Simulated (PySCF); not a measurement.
A run for PySCF: R-HF/3-21G on CH3F (SMILES CF).

```python
from pyscf import gto, scf, dft, mp
from pyscf.data.elements import chemcore

mol = gto.M(
    atom='''
    C    -0.57559827   -0.12754551   -0.26769567
    F     0.33471154   -1.13373242    0.06467299
    H    -1.44611109   -0.59052219   -0.73301743
    H    -0.86134994    0.39414884    0.64465849
    H    -0.09280936    0.55699677   -0.96554066
    ''',
    basis='3-21g',
    charge=0, spin=0, verbose=3, max_memory=1800)
mf = scf.RHF(mol)
mf.conv_tol = 1e-8
mf.max_cycle = 100
mf.kernel()
if not mf.converged:
    mf = mf.newton().run(mf.mo_coeff, mf.mo_occ)
```

Output:

```
converged SCF energy = -138.281415161945
```

Self-consistency was reached.

Cost: about 0.11 core-seconds (a rough figure).
